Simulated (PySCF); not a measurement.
Al(Cl)(OH)(SMe) (CH4AlClOS), SMILES C[S][Al]([OH])[Cl].

The structure is a stationary point at B3LYP-D3(BJ)/def2-SVP. The structure was generated by enumeration; whether it is a known compound was not checked. Other conformers were not sampled.

Level of theory: C-PCM-ωB97X/def2-SVP (PySCF).

The values are the electrostatic part of the solvation free energy, E(continuum) − E(gas) at the gas-phase geometry, in a cavity of scaled van der Waals radii (PySCF's table); cavitation and dispersion terms are not included. A continuum can't describe solvent molecules that bind to the metal. In vacuum the orbital gap is 11.04 eV. The dipole moment in vacuum is 2.47 D.

```tsv
solvent	ε	ΔG(elec) (kcal/mol)	dipole (D)	gap (eV)
water	78.36	-7.7	3.09	11.38
ethanol	24.85	-7.5	3.07	11.37
tetrahydrofuran	7.43	-6.6	3.00	11.33
```
